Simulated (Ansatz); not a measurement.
`CC[SiH]([SiH3])Cl`, relaxed with RKS PBE-D4/def2-SVP in Ansatz from a rough embedded geometry. The force threshold is 0.03 eV/Å; the program also tests the step.

The species carries charge 0 and has multiplicity 1.

Start:

```xyz
14

C    -0.012    1.135   -1.949
C    -0.406    0.166   -0.916
Si    0.579    0.195    0.677
Si   -0.328   -1.429    2.081
Cl    2.519   -0.303    0.235
H    -0.050    2.221   -1.575
H     1.046    1.013   -2.308
H    -0.635    1.106   -2.874
H    -0.308   -0.847   -1.369
H    -1.440    0.325   -0.664
H     0.607    1.524    1.279
H    -1.720   -1.034    2.425
H     0.443   -1.354    3.411
H    -0.295   -2.718    1.546
```

How much energy does the relaxation release, and in how many steps? (Estimate.)

Ansatz gave: 35.22 kJ/mol, in 5 steps.

Which bonds change most? (Estimate.)

Computed: Si4–H14 from 1.395 to 1.506 Å; C1–C2 from 1.470 to 1.534 Å; Si3–Cl5 from 2.051 to 2.104 Å; Si3–H11 from 1.460 to 1.507 Å.

Give the relaxed structure. (Best estimate.)

Ansatz gave: 
```xyz
14

C     0.059    1.183   -2.010
C    -0.474    0.199   -0.961
Si    0.501    0.192    0.661
Si   -0.291   -1.415    2.183
Cl    2.499   -0.307    0.233
H     0.013    2.230   -1.646
H     1.117    0.966   -2.260
H    -0.526    1.131   -2.951
H    -0.469   -0.842   -1.353
H    -1.533    0.421   -0.699
H     0.513    1.569    1.273
H    -1.730   -1.138    2.534
H     0.528   -1.409    3.445
H    -0.206   -2.780    1.552
```
